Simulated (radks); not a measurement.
The numbers below are computed, except where a source is named.
Effect of the nuclear size on the gadolinium ion Gd27+, [Kr] 4d1. Level of theory: Dirac Kohn-Sham, BLYP, spin-unpolarised, spherical densities, finite nucleus; open shells fill j = l - 1/2 first; Fermi nuclear charge, rms radius 5.1569 fm (a radial shooting solver on a logarithmic mesh with Libxc functionals). The rms radius is varied about that value; shifts are against it.

rms radius (fm)  total energy shift (eV)  density at nucleus (e/bohr^3)  1s1/2 shift (meV)  2s1/2 shift (meV)  4s1/2 shift (meV)  4p1/2 shift (meV)  4d3/2 shift (meV)  5s1/2 (empty) shift (meV)  5p1/2 (empty) shift (meV)
4.6103                             -4.23                      6.475e+05              -1740               -224              -13.9              0.385              0.847                      -5.45                      0.109
4.8423                             -2.48                      6.395e+05              -1020               -131              -8.14              0.225              0.496                      -3.19                      0.064
5.1569                                 0                      6.293e+05              0.000              0.000              0.000              0.000              0.000                      0.000                      0.000
5.5849                              3.55                      6.166e+05               1460                188               11.7             -0.323             -0.712                       4.58                     -0.092
5.786                               5.30                      6.111e+05               2180                281               17.4             -0.481              -1.06                       6.83                     -0.136

Slopes of the eigenvalues against <r^2> in GHz/fm^2, as finite differences over the two radii next to the reference (eigenvalue slopes, not the field-shift constants of lines): 1s1/2 77500, 2s1/2 9990, 4s1/2 619, 4p1/2 -17.1, 4d3/2 -37.7, 5s1/2 (empty) 243, 5p1/2 (empty) -4.85.
